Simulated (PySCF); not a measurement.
TeNCl3, singlet: structure and spectrum

Computed with PBE0 in PySCF with Te def2-SVP with ECP28, N def2-SVP, Cl def2-SVP; scalar-relativistic core potentials, no spin–orbit coupling; density-fitted integrals.

The structure is a minimum.

- Point group: C3v
- Bond lengths: Te–Cl 2.378 Å (×3), Te–N 1.800 Å
- Bond angles: Cl–Te–Cl 93.9° (×3), Cl–Te–N 122.5° (×3)
- Enthalpy at 298.15 K above 0 K: 21.61 kJ/mol
- Zero-point energy: 16.0 kJ/mol
- Heat capacity Cp at 298.15 K: 95.0 J/(mol K)
- Lowest empty level: -5.00 eV
- Highest occupied level: -8.39 eV
- Rotational constants: 0.04437, 0.04437, 0.03991 cm⁻¹
- Atomisation energy without zero-point energy: 708 kJ/mol
- Rotational symmetry number: 3
- Dipole moment: 1.32 D
- Entropy at 298.15 K and 1 bar: 366.2 J/(mol K)
- Principal polarisabilities: 74.2, 74.2, 79.6 bohr³
- Principal quadrupole moments (Buckingham, traceless) about the centre of mass: -6.39, 3.19, 3.19 D Å

Harmonic modes (masses in u: Te 129.906, N 14.003, Cl 34.969):
| symmetry | ω (cm⁻¹) | IR (km/mol, summed over degenerate members) |
| --- | --- | --- |
| e | 113 | 0.2 |
| a1 | 153 | 4.0 |
| e | 161 | 18.9 |
| e | 341 | 160 |
| a1 | 355 | 27.4 |
| a1 | 938 | 11.8 |

In C3v the vibrations span 3e + 3a1.

Charges (e):
```tsv
atom	Mulliken	Löwdin	polar tensor	Mayer order to Te1
Te1	0.97	0.72	1.84	–
N2	-0.37	-0.43	-0.36	2.24
Cl3,4,5	-0.20	-0.10	-0.49	0.83
```

Mulliken populations on Te1 (electrons outside its core potential): s 3.60, p 8.84, d 10.59.

Outer orbital energies (eV). occupied: -10.47, -10.47, -10.11, -9.87, -9.87, -9.74, -8.39, -8.39; empty: -5.00, -2.28, -2.28, 0.19.

Counting electrons, tellurium keeps none of its valence electrons outside its bonds, so the VSEPR class is AX4 and the expected shape is tetrahedral; with unlike ligands the computed point group is C3v.

Other isomers or separated fragments may lie lower.

The final relaxation and frequency run took 71 s on 2 threads of a shared Arm Neoverse N1 host, with 94 basis functions and 11 gradients; the process peaked at 1.3 GiB.
